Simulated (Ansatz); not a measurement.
Reaction (ligand exchange at the Si–C bond): `C=C=C(O)[SiH3]` + `[OH][AlH][CH2]F` → `F[CH2][AlH][O][SiH3]` + `C=C=CO`

Computed with Ansatz on PBE0-D4/def2-TZVP structures; ΔE is electronic, products minus reactants. CCSD(T)/CBS is the MP2 limit (def2-TZVPP, def2-QZVPP) plus CCSD(T) − MP2 in def2-TZVPP, frozen cores. DFT in def2-TZVPP. B3LYP here is the variant with VWN-RPA as its local correlation; programs differ in this. Each species was taken in one conformer, which may not be the lowest.

(1) Is it downhill or uphill in electronic energy at CCSD(T)/CBS, and by how much? (Estimate.)

(2) What do these levels give: PBE-D4, PBE0-D4, B3LYP-D4, PBE, r2SCAN, HF/def2-TZVPP, MP2/def2-TZVPP, SCS-MP2/def2-TZVPP, CCSD/def2-TZVPP, CCSD(T)/def2-TZVPP, HF/def2-QZVPP, MP2/def2-QZVPP? (Estimate.)

Largest T1 diagnostic among the species: 0.013.

Results:

(1) Computed: Downhill: ΔE = -24.5 kcal/mol.

(2) Ansatz gave: PBE-D4 -21.0, PBE0-D4 -22.8, B3LYP-D4 -24.8, PBE -21.2, r2SCAN -24.2, HF/def2-TZVPP -30.6, MP2/def2-TZVPP -24.4, SCS-MP2/def2-TZVPP -25.7, CCSD/def2-TZVPP -25.8, CCSD(T)/def2-TZVPP -24.8, HF/def2-QZVPP -31.0, MP2/def2-QZVPP -24.4 kcal/mol.

From PBE to PBE0 (25 % exact exchange), in def2-TZVPP and without D4, ΔE moves by −1.8 kcal/mol. In def2-TZVPP, CCSD(T) changes the Hartree–Fock value by +5.7 kcal/mol (the triples alone add +1.0 kcal/mol) and MP2 by +6.1 kcal/mol.
